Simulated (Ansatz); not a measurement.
Basis-set extrapolation for `O=[CH][Al]([OH])[SiH3]` (PBE0-D4/def2-TZVP geometry, frozen core, the Gaussian-basis code of Ansatz). Multiplicity 1, RHF reference.

|  | def2-TZVPP | def2-QZVPP |
| --- | --- | --- |
| HF | -721.484135 | -721.509011 |
| MP2 correlation | -0.823926 | -0.887503 |
| CCSD(T) correlation | -0.896688 | not run |

Energies in hartree. Use E(X) = E(∞) + A·exp(−7.88·√X) for Hartree–Fock and E(X) = E(∞) + B·X^(−2.97) for correlation, with X = 3 and 4, and add CCSD(T) minus MP2 of the smaller set to the MP2 limit.

Question: What is the CCSD(T) energy at the basis-set limit?

Answer: HF limit: -721.509011 + (-0.024876) × 0.13774 = -721.51244. MP2 limit: -0.887503 + (-0.063577) × 0.74074 = -0.93460. Higher-order term: -0.896688 − (-0.823926) = -0.07276. Total: -722.51980 hartree, 364.9 kJ/mol below CCSD(T)/def2-TZVPP.
